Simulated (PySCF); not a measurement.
# Property card for `FC1=[CH][GeH2][CH]=C1C(F)(F)F`

C5H4F4Ge.
Structure used (PBE0-D3(BJ)/def2-SVP), in Å, numbered top down from 1:
```
atom  x, y, z in Å
F1     0.7817    2.1789   -0.5086
C2    -0.0436    1.1612   -0.2980
C3    -1.3790    1.2407   -0.3897
Ge4   -2.0606   -0.5234    0.0171
C5    -0.2362   -1.1713    0.2763
C6     0.5898   -0.1338    0.0600
C7     2.0889   -0.2187    0.1642
F8     2.6726    0.0748   -0.9999
F9     2.5566    0.6352    1.0763
F10    2.4829   -1.4427    0.5165
H11   -1.8901    2.1670   -0.6505
H12   -2.9097   -0.6003    1.2945
H13   -2.7847   -1.2116   -1.1491
H14    0.1368   -2.1609    0.5438
```

Among its groups: C=C double bond, CF3 group and C–F bond.

**PBE0-D3(BJ)/def2-SVP geometry optimisation, gas phase (PySCF)**

```
Point group                  : Cs
Rotational constants A, B, C : 1.845, 0.591, 0.489 GHz
```

**PBE0/def2-SVPD ground state and vertical TDDFT (core frozen in the response) (PySCF)**

```
Dipole moment                                                     : 3.36 D
HOMO energy                                                       : -7.47 eV
LUMO energy                                                       : -2.10 eV
HOMO–LUMO gap                                                     : 5.37 eV
Lowest singlet excitation                                         : 4.51 eV (275 nm, f = 0.047)
Strongest line among the 6 lowest singlet transitions             : S3 at 6.35 eV (195 nm, f = 0.088)
Static isotropic polarisability                                   : 87.4 au
Electronic spatial extent ⟨r²⟩ about the centre of nuclear charge : 2008 bohr²
```

Monoisotopic mass (most abundant isotopes): 213.9461 u.

The largest Löwdin shares of the LUMO are 0.26 on C5, 0.20 on C6, 0.13 on C3 and 0.12 on C2. S1 lies 0.86 eV below the HOMO–LUMO gap; its leading configuration is HOMO→LUMO, weight 0.97. With B = h/(8π²I), that is 505.379 GHz u Å² over I, the principal moments of inertia are 273.9, 854.8 and 1034.2 u Å² (most abundant isotopes); the inertial defect Ic − Ia − Ib is -94.5 u Å² (zero for a rigid planar frame, negative otherwise). The rotational constants make it an asymmetric top with κ = (2B − A − C)/(A − C) = -0.85, nearer the prolate limit (−1). The 6 singlets span 4.51 to 6.67 eV, and their oscillator strengths add up to 0.15.

 Relativistic effects, spin–orbit coupling among them, are left out although an element past zinc is present.
